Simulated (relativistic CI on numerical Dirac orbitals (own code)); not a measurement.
# Ti2+ in a cubic cluster: L2,3 absorption with charge transfer

Computed with a charge-transfer multiplet model of a cubic metal-ligand cluster with up to one ligand hole, Slater and spin-orbit integrals from Dirac-Coulomb-Breit ions, Slater integrals scaled by 0.7. The ground state mixes d2 with configurations of k ligand holes L, whose averages lie at kΔ + k(k − 1)U_dd/2; a core hole lowers each added d electron by U_cd. 300 K, Lorentzian 0.4 eV and Gaussian 0.3 eV FWHM.

Atomic integrals in eV (Slater integrals scaled, ζ unscaled), ground: F2dd 5.756, F4dd 3.579, zeta_d 0.013; with the core hole: F2dd 6.408, F4dd 3.990, zeta_d 0.022, zeta_core 3.746, F2cd 3.430, G1cd 2.435, G3cd 1.380.

Cluster parameters (eV): Δ = 6.4, U_dd = 3.9, 10Dq = 0.25, 10Dq(ligand) = 0.5, V(eg) = 1.95, V(t2g) = -0.99, final-state hopping factor = 0.8.

```tsv
Case	n_d	d2	d3L	S
U_cd = 3.3 eV	2.21	0.79	0.21	1.00
U_cd = 3.9 eV	2.21	0.79	0.21	1.00
U_cd = 4.5 eV	2.21	0.79	0.21	1.00
```

Weights, n_d and S are thermal averages at 300 K. Photon energies count from the first peak over 30 % of the highest in each spectrum, which can be another peak from case to case. The parameters are a model scan and need not match a compound or its usual spin state. Peaks in eV (height, largest 100):
- U_cd = 3.3 eV: -1.8 (9), 0.0 (100), 6.1 (57)
- U_cd = 3.9 eV: -1.8 (9), 0.0 (100), 6.1 (56)
- U_cd = 4.5 eV: -1.8 (8), 0.0 (100), 6.1 (55)

Curve for U_cd = 3.9 eV (points under 2 left out, the grid thinned):

```tsv
E (eV)	Intensity
-2.8	2.3
-2.5	4.3
-2.3	6.2
-2.0	8.0
-1.7	8.5
-1.5	8.7
-1.2	11.8
-0.9	18.4
-0.7	24.2
-0.4	47.3
-0.1	92.3
0.1	97.2
0.4	60.6
0.7	42.5
0.9	40.1
1.2	36.4
1.5	27.7
1.7	22.7
2.0	13.6
2.3	8.1
2.5	6.9
2.8	7.5
3.0	9.5
3.3	13.8
3.6	18.9
3.8	22.5
4.1	25.4
4.4	29.7
4.6	30.8
4.9	33.5
5.2	36.0
5.4	37.8
5.7	42.3
6.0	53.9
6.2	55.5
6.5	34.0
6.8	18.0
7.0	12.5
7.3	7.7
7.6	5.5
7.8	4.6
8.1	3.1
8.4	2.7
8.6	2.5
8.9	2.1
```

For the case U_cd = 4.5 eV, Δ = 6.4 eV is larger than U_dd = 3.9 eV, the Mott-Hubbard side of the Zaanen-Sawatzky-Allen scheme. With the core hole the configuration with one ligand hole lies at Δ + U_dd − U_cd = 7.0, 6.4, 5.8 eV from the one without, in the order of the table; where this is negative the screened configuration lies lower.

With at most 1 ligand hole the space is cut while the next configuration still counts, so covalency is underestimated, and a final configuration with one more ligand hole, which can lie low, is missing from the spectra.
